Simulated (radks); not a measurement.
The numbers below are computed, except where a source is named.
Question: Ionisation of Ru, [Kr] 4d7 5s1, to Ru+, [Kr] 4d7, under several functionals. Dirac Kohn-Sham, spin-unpolarised, spherical densities, finite nucleus; open shells fill j = l - 1/2 first; a radial shooting solver on a logarithmic mesh with Libxc functionals. Known Delta-SCF values: PW91 7.342 eV; LDA (Slater exchange, Perdew-Zunger correlation) 7.601 eV. What does revPBE give, and what is its highest occupied eigenvalue?

Answer: 7.155 eV by Delta-SCF; the 5s1/2 eigenvalue is -4.130 eV. NIST: 7.361 eV (measured).

Beside tabulated values, note that spin-unpolarised runs miss the spin-polarisation part of the exchange energy of open shells.
